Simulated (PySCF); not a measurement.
Species: [MoSF4]- (charge -1 and doublet state).
Bonds: Mo1–S2, Mo1–F3, Mo1–F4, Mo1–F5, Mo1–F6.

Method: PBE0-D3(BJ)/def2-SVP geometry optimisation, gas phase, def2 core potentials past Kr (PySCF); unrestricted, density fitting, grid level 1; the optimiser is geomeTRIC in internal coordinates, started from a GFN2-xTB structure with every atom displaced at random (about 0.03 Å).

Step 0: E = -23540.3777 eV
```
atom  x, y, z in Å  |  force x, y, z in eV/Å
Mo1     0.0608   -0.0769    0.0507   -3.990   3.749   0.464
S2     -0.0116   -0.0218    2.1839    0.213  -0.215  -0.463
F3      1.7585    0.0074   -0.5865    2.039  -0.307  -0.621
F4      0.0861    1.8287   -0.5611   -0.107  -1.667   0.534
F5     -1.8289   -0.0292   -0.5853    1.656  -0.130   0.505
F6     -0.0017   -1.8042   -0.5709    0.189  -1.430  -0.419
```

Q: Estimate the geometry and energy of step 1. (The exact step hangs on the optimiser's Hessian estimate; all steps are aligned on step 0, rigid shifts and turns removed.)

A: E = -23540.7252 eV, largest force 1.005 eV/Å
```
atom  x, y, z in Å  |  force x, y, z in eV/Å
Mo1    -0.0063   -0.0016    0.0451    0.768  -0.648   0.032
S2      0.0271   -0.0513    2.1579   -0.104   0.096   0.200
F3      1.8049   -0.0107   -0.5366   -0.068  -0.008  -0.029
F4      0.0300    1.7704   -0.5863   -0.099   0.386  -0.072
F5     -1.7794   -0.0038   -0.5730   -0.492   0.085  -0.130
F6     -0.0133   -1.7990   -0.5765   -0.004   0.089  -0.001
```

The energy changes by -0.3475 eV. The first-order estimate −F·Δx gives -0.8106 eV and the mean of the old and new forces, exact on a quadratic surface, -0.3276 eV. The step makes an angle of 44° with the force vector and moves no atom by more than 0.101 Å.

What follows is the cost of the whole optimisation. On one thread, Arm Neoverse V2 (aarch64), shared host, this took 78 s of wall time and 0.45 GiB of memory at its peak.
